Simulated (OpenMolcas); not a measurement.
## S⁺: Slater's ratio, thermal populations, worked from levels

| Quantity | Value |
| --- | --- |
| Program | OpenMolcas |
| Basis | ANO-L-VTZP [5s4p2d1f] |
| Scalar Hamiltonian | non-relativistic, point nucleus |
| Active space | 5 electrons in 4 orbitals (3s 3p) |
| State averaging | 2S+1 = 4 odd, 1 root; 2S+1 = 2 odd, 8 roots; 2S+1 = 4 even, 3 roots; 2S+1 = 2 even, 9 roots |
| Spin-orbit coupling | state interaction with AMFI integrals over the reference wave functions, term energies averaged over their components |

Methods: CASSCF; SS-CASPT2, IPEA 0.25 Eh, imaginary shift 0.1 Eh (closed shells correlated: 2s 2p). Measured levels: NIST Handbook of Basic Atomic Spectroscopic Data.

**Slater's ratio.** With one set of orbitals, p3 has 2D* - 4S* = 9 F2 and 2P* - 2D* = 6 F2 (F2 = F²/25), a ratio of 2/3. Term energies are centres of gravity, weighted by 2J + 1.

```tsv
Source	2D* - 4S*	2P* - 4S*	F2 from the first	Ratio
CASSCF	19213	26207	2135	0.364
SS-CASPT2	15698	25159	1744	0.603
measured	14872	24556	1652	0.651
```

Energies in cm-1. A ratio away from 2/3 shows effects beyond one configuration with one set of orbitals, and in heavier atoms second-order spin-orbit shifts. In CASSCF the valence s occupation is 1.95 in 2P* against 2.00 in 2D*: mixing out of s² acts most on 2P* and pulls it down.

**Thermal populations.** Z = Σ (2J + 1) exp(-E/kT) with k = 0.695035 cm-1/K, over the levels below. No other level of either list lies under 90000 cm-1, which is above 7 kT at each temperature.

```json
{"Level": "3s2 3p3 4S* 3/2", "2J + 1": "4", "SS-CASPT2": "0.0", "measured": "0.0"}
{"Level": "3s2 3p3 2D* 3/2", "2J + 1": "4", "SS-CASPT2": "15680", "measured": "14853"}
{"Level": "3s2 3p3 2D* 5/2", "2J + 1": "6", "SS-CASPT2": "15710", "measured": "14885"}
{"Level": "3s2 3p3 2P* 1/2", "2J + 1": "2", "SS-CASPT2": "25150", "measured": "24525"}
{"Level": "3s2 3p3 2P* 3/2", "2J + 1": "4", "SS-CASPT2": "25160", "measured": "24572"}
{"Level": "3s 3p4 4P 5/2", "2J + 1": "6", "SS-CASPT2": "81990", "measured": "79395"}
{"Level": "3s 3p4 4P 3/2", "2J + 1": "4", "SS-CASPT2": "82350", "measured": "79757"}
{"Level": "3s 3p4 4P 1/2", "2J + 1": "2", "SS-CASPT2": "82560", "measured": "79963"}
```

```
T (K)  Z, SS-CASPT2  Z, measured levels  Ground level (%), SS-CASPT2  Ground level (%), measured levels
 8000         4.659               4.762                         85.9                               84.0
12000         5.817               5.998                         68.8                               66.7
```

At 12000 K, kT = 8340 cm-1, and the computed levels give Z = 4.000 + 0.610 + 0.912 + 0.098 + 0.196 + 0.000 + 0.000 + 0.000 = 5.817.

CASPT2 breaks the degeneracy within a term, and the mean is taken; among the terms shown or strongly mixed into the levels shown the widest spread is 190 cm-1 (3s2 3p3 2D*, SS-CASPT2). Over all roots computed the reference weight is 0.88 to 0.96 in SS-CASPT2; the roots of lowest weight are the least certain, and an intruder state may touch them. Terms of s pⁿ other than that of highest spin mix with s² pⁿ⁻² d, which this space lacks; all of them can be thousands of cm-1 off, and some have no real level of that name. Without dynamic correlation excited terms often stand tens of per cent too high (terms of higher spin than the ground term too low), and those without a measured partner can miss by more than the paired ones (holds for CASSCF). Computed and measured levels are paired by configuration, term and J; levels that our copy of the source lacks, or whose pairing is in doubt (as where it misses far off the trend of its configuration), stay unpaired and out of the deviations. Levels of configurations outside the active space are missing.

* marks odd parity.
